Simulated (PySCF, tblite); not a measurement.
Isomers of C6H15P, one GFN2-xTB conformer each. Single-point energies are computed at PBE0/pcSseg-1 (PySCF, gas phase, no added dispersion term), electronic only.

| SMILES | GFN2-xTB relative energy (kcal/mol) |
| --- | --- |
| CCP(CC)CC | 3.4 |
| CCCPC(C)C | 1.7 |
| CCCCP(C)C | 0.0 |
| CCC(C)(C)PC | 0.2 |

Conformers: `[CH3:1][CH2:2][P:3]([CH2:4][CH3:5])[CH2:6][CH3:7]` with C1–C2–P3–C4 178°, C2–P3–C4–C5 79°, C2–P3–C6–C7 178°; `[CH3:1][CH2:2][CH2:3][PH:4][CH:5]([CH3:6])[CH3:7]` with C1–C2–C3–P4 178°, C2–C3–P4–C5 168°, C3–P4–C5–C6 -161°; `[CH3:1][CH2:2][CH2:3][CH2:4][P:5]([CH3:6])[CH3:7]` with C1–C2–C3–C4 180°, C2–C3–C4–P5 -177°, C3–C4–P5–C6 -177°; `[CH3:1][CH2:2][C:3]([CH3:4])([CH3:5])[PH:6][CH3:7]` with C1–C2–C3–C4 63°, C2–C3–P6–C7 -65°.

Question: What does PBE0/pcSseg-1 give for the same structures?

Answer: 
```csv
SMILES,PBE0/pcSseg-1 E (Eh),PBE0/pcSseg-1 (kcal/mol),GFN2-xTB (kcal/mol),point group
CCCCP(C)C,-578.55898,0.0,0.0,C1
CCP(CC)CC,-578.55455,2.8,3.4,C3
CCCPC(C)C,-578.55002,5.6,1.7,C1
CCC(C)(C)PC,-578.54902,6.2,0.2,C1
```

Both levels put the same isomer lowest; measured from each level's own lowest isomer, the values differ by up to 6.0 kcal/mol (CCC(C)(C)PC: 0.2 against 6.2). Neighbours under 2.5 kcal/mol apart (CCCPC(C)C and CCC(C)(C)PC) can change places with a better method, another conformer or zero-point energy.

Question: Which frontier levels, dipoles and rotational constants go with these structures?

Answer: 
| SMILES | HOMO (eV, PBE0/pcSseg-1) | LUMO (eV) | dipole (D) | A, B, C (MHz) |
| --- | --- | --- | --- | --- |
| CCCCP(C)C | -6.44 | 1.39 | 1.24 | 4807, 837.8, 776.1 |
| CCP(CC)CC | -6.45 | 1.22 | 1.23 | 1868, 1868, 1032 |
| CCCPC(C)C | -6.75 | 0.84 | 1.31 | 4872, 880.7, 807.7 |
| CCC(C)(C)PC | -6.57 | 0.86 | 1.28 | 2310, 1770, 1476 |

Question: What happens when harmonic zero-point energies from GFN2-xTB frequencies are added?

Answer: 
```
     SMILES  ZPE (kcal/mol)  electronic (kcal/mol)  with ZPE (kcal/mol)
  CCCCP(C)C           122.5                    0.0                  0.0
  CCP(CC)CC           122.7                    2.8                  3.0
  CCCPC(C)C           122.3                    5.6                  5.4
CCC(C)(C)PC           121.9                    6.2                  5.6
```

The zero-point energies span 0.8 kcal/mol. The order is unchanged.

Question: As an exercise, what shares would exp(−E/RT) give at 298.15 K from these electronic energies alone (no entropy, no degeneracies)?

Answer: RT = 0.592 kcal/mol: CCCCP(C)C 99.1 %, CCP(CC)CC 0.9 %, CCCPC(C)C under 0.1 %, CCC(C)(C)PC under 0.1 %.
